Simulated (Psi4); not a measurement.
Input for Psi4:
```
memory 2 GB

molecule {
0 1
  O     0.00956971    0.00206403    0.11338892
  H    -0.05579359    0.76362201   -0.46612807
  H    -0.02076411   -0.78013425   -0.44098332
}

set basis cc-pvdz

energy('bhhlyp')
print_variables()
```

**Question.** What does this run give for the total energy, number of basis functions, nuclear repulsion energy, dipole moment?

**Answer.** 
The total energy is -76.3811 Eh, the number of basis functions is 24 and the nuclear repulsion energy is 9.1695 Eh. The dipole moment is 1.94 D.
